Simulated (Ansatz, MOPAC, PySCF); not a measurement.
Noncovalent pair: H2O (SMILES O) (first 3 atoms) with CH3Br (SMILES CBr); geometry from B3LYP-D3(BJ)/def2-TZVP.
(charge 0, multiplicity 1):
```xyz
8

O      0.34622     0.03161    -0.11399
H     -0.02327     0.55665     0.60845
H     -0.32053     0.05274    -0.80786
C      0.01682    -1.46079     2.85770
Br    -0.86776     0.27476     3.11971
H      0.88118    -1.48064     3.51156
H      0.29923    -1.51221     1.81191
H     -0.70050    -2.22837     3.12497
```

Monomers are frozen at their geometry in the pair; levels with a basis set take the counterpoise correction.

The state that PM6 reach isn't checked.

The values were computed with Ansatz (Gaussian basis) for Hartree–Fock, density functionals and correlated methods; MOPAC for PM6 (differences of heats of formation); PySCF for the dispersion terms. Each number belongs to the level named beside it.

**Question.** One of these levels gives -16.6 kJ/mol for the interaction energy. Which one is it?
(A) PM6
(B) PBE-D3(BJ)/def2-TZVPPD
(C) CAM-B3LYP/def2-TZVPPD

**Answer.** B, PBE-D3(BJ)/def2-TZVPPD. The others give -10.9 (PM6), -12.5 (CAM-B3LYP/def2-TZVPPD)

Ansatz is a quantum-chemistry and plane-wave program.
